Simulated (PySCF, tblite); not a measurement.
Species: C5H15NSi2.
SMILES with atom numbers: `[CH3:1][CH2:2]/[CH:3]=[CH:4]\[SiH2:5][NH:6][SiH2:7][CH3:8]` (hydrogens: H9, H10, H11 on C1; H12, H13 on C2; H14 on C3; H15 on C4; H16, H17 on Si5; H18 on N6; H19, H20 on Si7; H21, H22, H23 on C8)

Structure used (PBE0-D3(BJ)/def2-SVP), in Å, numbered top down from 1:
```
atom  x, y, z in Å
C1    -4.0976   -0.2158    0.5907
C2    -3.1078    0.1598   -0.5074
C3    -2.0280   -0.8613   -0.6829
C4    -0.7024   -0.6696   -0.5878
Si5    0.2286    0.9074   -0.2049
N6     1.6516    0.5475    0.7333
Si7    3.3370    0.7831    0.3563
C8     4.2522   -0.8298    0.0658
H9    -3.5956   -0.2813    1.5684
H10   -4.5648   -1.1938    0.3922
H11   -4.9035    0.5287    0.6726
H12   -2.6719    1.1501   -0.3040
H13   -3.6519    0.2543   -1.4651
H14   -2.3952   -1.8747   -0.9067
H15   -0.0635   -1.5483   -0.7557
H16    0.7136    1.5648   -1.4572
H17   -0.6676    1.8674    0.5164
H18    1.4685    0.1076    1.6327
H19    4.0193    1.5087    1.4773
H20    3.3906    1.6298   -0.8735
H21    5.3151   -0.6380   -0.1527
H22    3.8190   -1.3814   -0.7828
H23    4.2044   -1.4783    0.9552
```

Jobs on this species (23 atoms, 80 electrons) with PySCF (density fitting) and tblite. Hardware of each: an AMD EPYC 9R45 with one thread, on a shared host. The host was shared with other jobs, so the times are rough.

Question: Rank these jobs by wall time, shortest first.
A. wB97X-D/pcSseg-1; shieldings; 225 basis functions
B. PBE0-D3(BJ)/def2-SVP, grid level 1; geometry optimisation from a GFN2-xTB start shaken at random; 195 basis functions
C. delta-SCF UKS SCAN, pcX-2 on the ionised atom, pcseg-1 elsewhere, spin-free X2C; ΔSCF core ionisation, 10 holes; 237 basis functions
D. GFN2-xTB; L-BFGS relaxation

Answer: D (0.91 s), A (28 s), C (90 s), B (2.9 min).

All jobs:

```csv
level and settings,work,basis functions,SCF cycles,wall time
GFN2-xTB,Hessian by finite differences,–,–,0.72 s
GFN2-xTB,L-BFGS relaxation,–,–,0.91 s
PBE0/pcSseg-1,"shieldings, charges and field gradients",225,13,22 s
"PBE0/pcSseg-1, IEF-PCM chloroform","shieldings, charges and field gradients",225,13,23 s
wB97X-D/pcSseg-1,shieldings,225,13,28 s
"delta-SCF UKS SCAN, pcX-2 on the ionised atom, pcseg-1 elsewhere, spin-free X2C","ΔSCF core ionisation, 10 holes",237,168,90 s
"PBE0-D3(BJ)/def2-SVP, grid level 1",geometry optimisation from a GFN2-xTB start shaken at random,195,132,2.9 min
CAM-B3LYP/def2-SVPD,"10 singlets by full TDDFT, 4 Tamm–Dancoff triplets, polarisability, ΔSCF ions",288,12,3.1 min
```

What do all jobs in the table cost together?

About 8.7 min; the longest takes about 35 % of that, and about 260 times as long as the shortest.
